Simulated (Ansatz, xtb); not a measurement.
## Two structures of ClGaHNSi

Structure I: a singlet given by its coordinates. Structure II: `[Si]=[N][GaH][Cl]`, a singlet. Both are isolated molecules in the gas phase, relaxed with PBE0-D3(BJ)/pcseg-1; the shapes shown needn't be the lowest conformers.

I (Å):

```yaml
atoms:
  - { symbol: Cl, position_ang: [-3.4847, -0.6542, 0.4144] }
  - { symbol: Ga, position_ang: [-0.9507, -1.6174, -0.8898] }
  - { symbol: N, position_ang: [-0.6772, 0.0166, 0.2355] }
  - { symbol: Si, position_ang: [-1.9423, 0.7674, 1.0832] }
  - { symbol: H, position_ang: [0.2451, 0.4447, 0.3280] }
```

Close contacts (Å): Cl1–Si4 2.20, Ga2–N3 2.00, N3–Si4 1.70, N3–H5 1.02.

II (Å):

```xyz
5

Cl    1.4878    0.7776   -1.0093
Ga   -0.1352    0.4542   -2.4047
N    -1.6207   -0.3316   -1.6982
Si   -2.8704   -1.0126   -1.0242
H     0.0770    0.9018   -3.8675
```

Problem. Which of the two would you expect CCSD(T)/def2-TZVP electronic energies to favour?

Solution. Structure I; the calculation gives E(II) − E(I) = +28.1 kJ/mol.

The same difference at several levels:

```csv
level,geometry,E(II) − E(I) (kJ/mol),departure from the last row (kJ/mol),"job, with rough time for the two"
PBE0-D3(BJ)/pcseg-1,PBE0-D3(BJ)/pcseg-1,+62.2,+34.1,"optimisation, 2 min"
HF/def2-TZVP,PBE0-D3(BJ)/pcseg-1,+32.8,+4.7,part of the CCSD(T) run
MP2/def2-TZVP,PBE0-D3(BJ)/pcseg-1,+14.3,−13.8,part of the CCSD(T) run
CCSD(T)/def2-TZVP,PBE0-D3(BJ)/pcseg-1,+28.1,,"single point, 4.4 min"
```

None of the levels shown reverses the order. The largest departure from CCSD(T)/def2-TZVP is that of PBE0-D3(BJ)/pcseg-1, 34.1 kJ/mol. Levels run at GFN2-xTB geometries aren't shown.

With harmonic frequencies from PBE0-D3(BJ)/pcseg-1 (ideal gas, rigid rotor, one conformer each, 298.15 K, 1 atm): the zero-point term adds −9.5 kJ/mol; ΔH is +19.2 and ΔG +18.1 kJ/mol.

The correlated steps freeze 20 core orbitals; the filled d shell of Ga is correlated, in a basis made for valence electrons. Programs: Ansatz 0.2.0; the last row on 1 thread of AMD EPYC (Zen 3) on a shared host.
